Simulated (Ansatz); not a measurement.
Consider the redistribution: `[CH3][Al]([SH])[Br]` + `OCCN[SiH3]` → `O[CH2][Al]([SH])[Br]` + `CCN[SiH3]`.

Computed with Ansatz on PBE0-D4/def2-TZVP structures; ΔE is electronic, products minus reactants. CCSD(T)/CBS adds triple-zeta CCSD(T) − MP2 to the extrapolated MP2 energy (def2 sets, frozen cores). DFT in def2-TZVPP. B3LYP here is the variant with VWN-RPA as its local correlation; programs differ in this. HSE06 is defined as in plane-wave codes. For Br outer-core shells are correlated without core-valence functions, which leaves a few kJ/mol of doubt a bond. Scalar relativity is left out up to krypton. One conformer a species, not always the lowest.

`[CH3][Al]([SH])[Br]`:

Cartesian coordinates in Å:
```
C -0.467 0.253 1.057
Al 0.443 -0.573 -0.440
S 0.608 0.292 -2.430
Br 1.442 -2.584 -0.211
H -1.266 -0.399 1.420
H 0.229 0.401 1.888
H -0.903 1.220 0.798
H -0.086 1.390 -2.082
```

`OCCN[SiH3]`:

Z-matrix (Å, degrees):
```
C
C 1 1.514
O 1 1.415 2 111.7
H 1 1.092 2 109.6 3 116.9
H 1 1.098 2 110.0 3 -124.1
N 2 1.443 1 110.7 3 -58.3
H 2 1.104 1 108.7 3 65.8
H 2 1.096 1 108.8 3 -178.7
H 3 0.961 1 108.3 2 -69.1
Si 6 1.713 2 124.2 1 -161.4
H 6 1.010 2 111.9 1 43.2
H 10 1.489 6 108.8 2 54.2
H 10 1.496 6 115.1 2 -65.2
H 10 1.485 6 107.6 2 174.2
```

`O[CH2][Al]([SH])[Br]`:

Cartesian coordinates in Å:
```
O 0.432 -1.886 0.368
C 0.658 -0.535 0.006
Al -1.026 0.477 0.074
S -1.055 2.597 -0.422
Br -2.998 -0.428 0.650
H 1.265 -2.363 0.328
H 1.382 -0.043 0.675
H 1.074 -0.443 -1.010
H 0.267 2.623 -0.670
```

`CCN[SiH3]`:

Z-matrix (Å, degrees):
```
C
C 1 1.516
H 1 1.092 2 110.6
H 1 1.093 2 111.0 3 120.8
H 1 1.094 2 110.8 3 -119.6
N 2 1.449 1 111.9 3 58.7
H 2 1.096 1 109.3 3 -60.7
H 2 1.100 1 109.4 3 -176.5
Si 6 1.715 2 123.6 1 -150.6
H 6 1.009 2 113.3 1 55.1
H 9 1.488 6 108.6 2 54.2
H 9 1.496 6 115.4 2 -65.4
H 9 1.486 6 107.4 2 174.2
```

(1) Is it downhill or uphill in electronic energy at CCSD(T)/CBS, and by how much? (An estimate is asked.)

(2) What do these levels give: B97M-V, r2SCANh-D4, r2SCAN0-D4, HSE06-D4, PBE-QIDH, BLYP, PBE0, B3LYP, HF/def2-SVP, HF/def2-TZVPP, MP2/def2-TZVPP, SCS-MP2/def2-QZVPP? (An estimate is asked.)

Largest T1 diagnostic among the species: 0.010.

Results:

(1) Ansatz gave: Uphill: ΔE = +0.46 eV.

(2) The calculation gave: B97M-V 0.49, r2SCANh-D4 0.49, r2SCAN0-D4 0.49, HSE06-D4 0.46, PBE-QIDH 0.48, BLYP 0.41, PBE0 0.46, B3LYP 0.43, HF/def2-SVP 0.48, HF/def2-TZVPP 0.45, MP2/def2-TZVPP 0.49, SCS-MP2/def2-QZVPP 0.45 eV.

From BLYP to BHLYP (50 % exact exchange), in def2-TZVPP and without D4, ΔE moves by +0.04 eV. Leaving LDA and LC-ωPBE aside and taking each functional with its dispersion term where it has one, the values, not all of them listed here, spread over 0.08 eV, from BLYP-D4 to r2SCAN0-D4. LDA lies +0.07 eV from PBE without D4.
